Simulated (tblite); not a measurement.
Start geometry of `C#C[P@]1(C=C1[SiH3])=O` from a force field or distance geometry (Å):
```
atom  x, y, z in Å
C1     2.612    1.780    0.782
C2     2.011    0.877    0.278
P3     1.144   -0.457   -0.439
O4     1.556   -1.003   -1.772
C5     0.251   -1.606    0.594
C6    -0.566   -0.651    0.090
Si7   -2.270    0.079   -0.035
H8     3.135    2.619    1.229
H9     0.245   -2.504    1.232
H10   -2.274    1.230   -0.949
H11   -3.136   -0.979   -0.545
H12   -2.707    0.614    1.276
```

Q: What comes out of this run: GFN2-xTB geometry optimisation, gas phase (tblite 0.8.0)?

A: 
```
atom  x, y, z in Å
C1     2.698    1.697    0.799
C2     2.059    0.819    0.286
P3     1.163   -0.454   -0.526
O4     1.653   -0.891   -1.837
C5     0.229   -1.426    0.642
C6    -0.548   -0.500    0.044
Si7   -2.339    0.040   -0.057
H8     3.248    2.463    1.265
H9     0.116   -2.241    1.328
H10   -2.431    1.161   -0.988
H11   -3.122   -1.106   -0.515
H12   -2.724    0.439    1.298
```

The energy falls by 0.250 eV over 68 L-BFGS steps, the largest force on an atom goes from 2.55 to 0.007 eV/Å, and the atoms move by 0.167 Å rms after alignment. Among the bonds, P3=O4 and C1–H8 change most and about equally (-0.033 to -0.032 Å). Bonds longer at the end by more than 0.005 Å: 2 of 12; shorter: 5. Among the angles that change most is O4–P3–C5, from 114.7° to 126.8°. Among the dihedrals that turn most is O4–P3–C6–Si7, from -84° to -64°. Rotational constants go from 2771, 1177, 972.3 to 2954, 1120, 949.4 MHz. The orientation of the end geometry is arbitrary; only internal coordinates are fixed.

Hardware: Arm Neoverse N1, one thread (shared host). Cost: 0.61 s of wall time.

GFN2-xTB frequencies show an imaginary mode (58i cm⁻¹), so the point is no minimum at that level.

These are computed values.
